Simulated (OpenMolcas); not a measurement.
A calculation on Sb2+.

```yaml
Program: OpenMolcas 26.06
Method: "MS-RASPT2, IPEA 0.25 Eh, imaginary shift 0.1 Eh (closed shells correlated: 4d)"
Basis: ANO-RCC-VQZP [8s7p5d3f2g]
Scalar_Hamiltonian: DKH2, point nucleus
Active_space: 3 electrons in 9 orbitals (RAS2 5s 5p; RAS3 5d, at most 2 electrons)
State_averaging: 2S+1 = 4 odd, 1 root; 2S+1 = 2 odd, 11 roots; 2S+1 = 4 even, 3 roots; 2S+1 = 2 even, 9 roots
Spin-orbit_coupling: RASSI with atomic mean-field integrals over the reference wave functions, term energies averaged over their components
```

Task: Which level of the active space comes out lowest?

Result: 5s² 5p ²P°_1/2, with 100 % of that term; it is also the measured ground level.

Task: How high does 5s 5p² ²P_3/2 lie?

Result: 99040 cm⁻¹ above the lowest level; measured 101954 cm⁻¹ above the ground level, so the calculation is off by -3 %.

Task: How high does 5s² 5p ²P°_3/2 lie?

Result: 5630 cm⁻¹ above the lowest level; measured 6576 cm⁻¹ above the ground level, so the calculation is off by -14 %.

Task: How high does 5s 5p² ²D_3/2 lie?

Result: 76220 cm⁻¹ above the lowest level; measured 76523 cm⁻¹ above the ground level, so the calculation is off by 0 %.

Task: The level at 98460 cm⁻¹ has J = 1/2. What is it made of, and what is its g factor?

Result: 57 % 5s 5p² ²S_1/2, 42 % 5s 5p² ²P; g = 1.440, against 2.002 from Landé's formula for the pure leading term.

Measured values: Moore, Atomic Energy Levels, vol. III, NSRDS-NBS 35 (1971 reprint of NBS Circular 467, 1958).

CASPT2 breaks the degeneracy within a term, and the mean is taken; among the terms shown or strongly mixed into the levels shown the widest spread is 41 cm-1 (5s 5p² ²D). The run also gave levels led by 5s 5p 5d, which use shells meant for correlation; these and all levels above them are left out. Some terms mix strongly with configurations of 5d, whose occupation reaches 0.21 (5s 5p² ²D). Measured partners are found by configuration, term and J. A level has none where our copy of the source lacks it or the pairing is in doubt (some pairs that miss far off the trend of their configuration count as doubtful), and it then counts in no deviation. Levels of configurations outside the active space are missing.

° marks odd parity.
